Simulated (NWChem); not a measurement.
System: CH5B; SMILES BC

Results from NWChem. Geometry: optimised at B3LYP/6-31G* (spherical d). B3LYP is NWChem's, with the RPA form of VWN correlation. Static field.

**Question.** Predict the results for B3LYP/aug-cc-pVDZ. Quantities: isotropic polarisability (bohr³); anisotropy (bohr³).

**Answer.** 
- isotropic polarisability (bohr³) = 30.3
- anisotropy (bohr³) = 7.7
